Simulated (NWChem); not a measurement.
## Basis-set convergence for H$_{5}$NSi$_{2}$

```xyz
8

Si     0.4168    -1.0405     0.0000
N     -1.3157    -1.1798     0.0000
H     -1.7696    -2.0999     0.0000
H     -2.0099    -0.4237     0.0000
Si     0.4178     1.3913     0.0000
H     -0.9764     1.9912     0.0000
H      1.1407     1.9396    -1.2096
H      1.1407     1.9396     1.2096
```
Charge 0, spin multiplicity 1.

Everything below was run with NWChem. All single points use one geometry, from PBE/def2-SVP, a minimum by its harmonic frequencies. It is one conformer; others weren't searched.

Quantity: LUMO energy at the level B3LYP.

B3LYP has NWChem's definition, with VWN1-RPA local correlation. The Pople sets run with spherical d functions. The structure started from a generated list of species.

### Question
In def2-TZVPP the value is -2.14 eV. Among STO-3G, 6-31G*, cc-pVDZ, def2-SVPD, 6-311++G**, aug-pcseg-1, def2-TZVP, pcseg-2, cc-pVTZ, which is the smallest basis within 0.1 eV of it?

### Answer
def2-SVPD, with 108 functions against 185 (also within reach: 6-311++G**, aug-pcseg-1, def2-TZVP, pcseg-2, cc-pVTZ). def2-TZVPP isn't the basis-set limit itself, and a small set can land close by cancellation.

```csv
basis,functions,LUMO energy (eV)
STO-3G,28,2.33
6-31G*,60,-1.91
cc-pVDZ,75,-1.93
def2-SVPD,108,-2.15
6-311++G**,117,-2.21
aug-pcseg-1,122,-2.21
def2-TZVP,135,-2.13
pcseg-2,168,-2.18
cc-pVTZ,168,-2.10
def2-TZVPP,185,-2.14
```
